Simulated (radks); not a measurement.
All-electron atom: Eu3+ in [Xe] 4f4.5 6p1.5 (fractional occupations, a model configuration).

Calculated with a radial shooting solver on a logarithmic mesh with Libxc functionals: scalar-relativistic Kohn-Sham, r2SCAN, spin-polarised, spherical densities, finite nucleus; open shells are filled with parallel spins first (spin-orbit coupling, left out, can overturn this in heavy ions); meta-GGA in the generalised Kohn-Sham scheme; Fermi nuclear charge, rms radius 5.1115 fm.

Energy parts (hartree):
| part | energy |
|---|---|
| total | -10841.9182 |
| kinetic | 11615.1109 |
| electron-nucleus | -26317.3077 |
| Hartree | 4101.0078 |
| exchange-correlation | -240.7292 |

Orbitals (lengths in bohr, moments of r in powers of bohr; r(max) is where P^2 peaks):
orbital	occ.	eigenvalue (hartree)	<r^4>	r(max)	<1/r>
1s up	1	-1781.858	1.227e-06	0.01420	70.21
1s down	1	-1781.856	1.227e-06	0.01420	70.21
2s down	1	-294.9762	0.0001963	0.08052	16.29
2s up	1	-294.9761	0.0001963	0.08052	16.29
2p up	3	-262.8911	0.0001463	0.06514	15.23
2p down	3	-262.8902	0.0001463	0.06514	15.23
3s up	1	-66.80148	0.007623	0.2286	5.976
3s down	1	-66.71554	0.007596	0.2286	5.982
3p up	3	-56.76427	0.008003	0.2243	5.619
3p down	3	-56.67795	0.007969	0.2242	5.625
3d up	5	-43.33304	0.006457	0.1842	5.323
3d down	5	-43.26540	0.006415	0.1840	5.328
4s up	1	-15.01156	0.1860	0.5266	2.514
4s down	1	-14.80463	0.1861	0.5264	2.513
4p up	3	-11.67374	0.2415	0.5490	2.318
4p down	3	-11.46624	0.2421	0.5487	2.317
4d up	5	-7.00151	0.3731	0.5703	2.050
4d down	5	-6.79288	0.3783	0.5700	2.047
5s up	1	-3.21174	5.111	1.192	1.024
5s down	1	-3.11681	5.506	1.206	1.001
5p up	3	-2.31590	8.645	1.322	0.8956
5p down	3	-2.24771	9.093	1.342	0.8752
4f up	4.5	-1.92615	1.376	0.5719	1.580
4f down	0	-1.72902	1.586	0.5737	1.558
6p up	1.5	-0.78508	235.7	3.234	0.3660

The highest occupied level is 6p up at -21.363 eV. The configuration is held as typed, so some empty levels lie below it. Spin moment in Bohr magnetons: 6. The electron density at the nucleus is 6.055e+05 e/bohr^3 (large components only). Summed over all electrons, <r^2> = 51.00 bohr^2, which gives a Langevin (diamagnetic) susceptibility term of -40.4 x 10^-6 cm^3/mol.
